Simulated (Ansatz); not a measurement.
One change: `[F][Sn]([F])([F])[SH]` becomes `[F][Ge]([F])([F])[SH]`.

Ansatz, PBE0-D4/def2-TZVP geometries, multiplicity 1. Each molecule was computed in one conformer, which needn't be the lowest.

Elements past krypton have def2 core potentials. Scalar relativity is left out up to krypton.

| property | `[F][Sn]([F])([F])[SH]` |
| --- | --- |
| HOMO–LUMO gap (B3LYP/def2-TZVPP) / eV | 5.49 |
| HOMO energy (B3LYP/def2-TZVPP) / eV | -8.75 |
| size of the dipole moment (B3LYP/def2-TZVPP) / D | 3.24 |
| HOMO–LUMO gap (PBE0/def2-TZVPP) / eV | 6.09 |
| HOMO energy (ωB97M-V/def2-TZVPP) / eV | -11.24 |
| size of the dipole moment (ωB97M-V/def2-TZVPP) / D | 3.21 |

Problem. Give the same properties after the change, and the shifts. (An estimate is asked.)

Solution. Ansatz gave: 
```
                                          property  `[F][Ge]([F])([F])[SH]`  shift
             HOMO–LUMO gap (B3LYP/def2-TZVPP) / eV                     6.85   1.36
               HOMO energy (B3LYP/def2-TZVPP) / eV                    -8.63   0.12
  size of the dipole moment (B3LYP/def2-TZVPP) / D                     2.58  -0.66
              HOMO–LUMO gap (PBE0/def2-TZVPP) / eV                     7.48   1.39
             HOMO energy (ωB97M-V/def2-TZVPP) / eV                   -11.13   0.11
size of the dipole moment (ωB97M-V/def2-TZVPP) / D                     2.56  -0.65
```

With PBE0 the HOMO rises by 0.11 eV and the LUMO rises by 1.50 eV, so the gap widens by about 1.39 eV. PBE moves the HOMO by 0.12 eV and ωB97M-V by 0.11 eV. Dipoles are sizes alone; their direction can turn.

B3LYP here is the variant with VWN-RPA as its local correlation; programs differ in this.
